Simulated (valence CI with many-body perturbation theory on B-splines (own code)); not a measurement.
Values are calculated unless marked as measured or tabulated.
Lu⁴⁹⁺: what the settings do

Level of theory: relativistic CI+MBPT: four valence electrons over a frozen Dirac-Fock core [Ar], radial functions for each j: 6 s, 6 p, 5 d, 5 f, 1 g, with the one-electron correlation potential Σ1 (screened to all orders), the two-electron term Σ2, the three-electron term Σ3, Breit, model QED; selected single and double excitations, second order for the rest, scaled by the run's own slope (own B-spline code, finite nucleus).

The last digits are not significant, and no measured levels were compared; by estimate large intervals hold to a few tenths of a per cent, small ones and those within an open d or f shell to about a per cent. Only levels of the ground parity were solved; by the run's estimate the other parity begins above the list, which can be wrong where configurations are misplaced.

The reference run has the lowest level (3d3/2^4) J=0 and an ionisation energy of 4404.08 eV. Its largest variational space holds 7991 state functions.

Levels are named by their leading jj configuration (3d3/2^4 stands for four electrons in 3d with j = 3/2), which in mixed levels can hold well under half, so a name can repeat and another be missing. Letters in brackets count levels of one name in rising energy.

Changed runs:
A. selection threshold (hartree) 2e-08 → 2e-07
B. correlating orbitals by l 3 3 3 3 1 → 4 4 0 0 0
C. selection threshold (hartree) 2e-08 → 1e-06; three-electron term on → off
D. scale of Σ2 1 → -1 (bad on purpose)

Excitation energies of the reference run in cm⁻¹, and shifts in cm⁻¹:

```
                    Level  Reference       A      B      C       D
      (3d3/2^3 3d5/2) J=1     414723    -0.3  -1287  -1212   -8166
      (3d3/2^3 3d5/2) J=4     507208    -0.4   -360   +214   -8238
      (3d3/2^3 3d5/2) J=2     526928    -0.3   -241  -1300   -3387
      (3d3/2^3 3d5/2) J=3     554055    -0.3    +61   -494   -3382
(3d3/2^2 3d5/2^2) J=0 [a]     896429    -0.1  -1451    +58  -10924
(3d3/2^2 3d5/2^2) J=2 [a]     903952    -0.2  -1056  -1930  -10133
(3d3/2^2 3d5/2^2) J=4 [a]     918502    -0.2  -1525   -992  -15570
(3d3/2^2 3d5/2^2) J=3 [a]     933863    -0.3  -1289  -1077  -11380
    (3d3/2^2 3d5/2^2) J=5     963604    -0.5  -1079   -639  -15815
    (3d3/2^2 3d5/2^2) J=6     985857    -0.2   -931   -247  -18502
    (3d3/2^2 3d5/2^2) J=1    1000220    -0.5   -310  -1408   -4276
(3d3/2^2 3d5/2^2) J=3 [b]    1027250    -0.6    +91   -667   -3727
   Ionisation energy (eV)    4404.08  +4e-05  -0.47  -0.17  -17.25
```
